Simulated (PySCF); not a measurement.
Cost against size for one kind of job: PBE0-D3(BJ)/def2-SVP geometry optimisation, gas phase in PySCF; work: geometry optimisation from a GFN2-xTB start. Hardware: an Arm Neoverse V2 with one thread, no GPU (shared host). Times come from a shared host and carry two figures at best.

```json
{"species (SMILES)": "C[SeH]=O", "atoms": "7", "electrons": "52", "basis functions": "80", "SCF cycles": "34", "gradient evaluations": "5", "wall time": "6.7 s"}
{"species (SMILES)": "C[Se]C", "atoms": "9", "electrons": "52", "basis functions": "90", "SCF cycles": "21", "gradient evaluations": "4", "wall time": "8.2 s"}
{"species (SMILES)": "[F][V]([F])([F])[Cl] (doublet state)", "atoms": "5", "electrons": "67", "basis functions": "91", "SCF cycles": "120", "gradient evaluations": "7", "wall time": "44 s"}
{"species (SMILES)": "[H][Ga]([H])([H])<-[AsH3]", "atoms": "8", "electrons": "70", "basis functions": "94", "SCF cycles": "33", "gradient evaluations": "6", "wall time": "?"}
{"species (SMILES)": "CC(=O)O[C@@H]1[C@H]2C[C@@H]3[C@H]2[C@@H]31", "atoms": "20", "electrons": "74", "basis functions": "190", "SCF cycles": "37", "gradient evaluations": "5", "wall time": "88 s"}
```

Question: Estimate the withheld figures.

Answer: `[H][Ga]([H])([H])<-[AsH3]`: 17 s.

Question: With all rows, how does the wall time grow with the number of basis functions N?

Answer: A straight line through log(time) against log(N) has slope 2.5 between N = 80 and 190, and the rows scatter about it by a factor of about 2.1 (standard error of the fit). This is a fit to these rows, whose iteration counts differ, not the method's formal scaling.

Question: Which species took longest, and how many times the shortest run?

Answer: `CC(=O)O[C@@H]1[C@H]2C[C@@H]3[C@H]2[C@@H]31`, at 88 s: about 13 times the shortest (6.7 s).
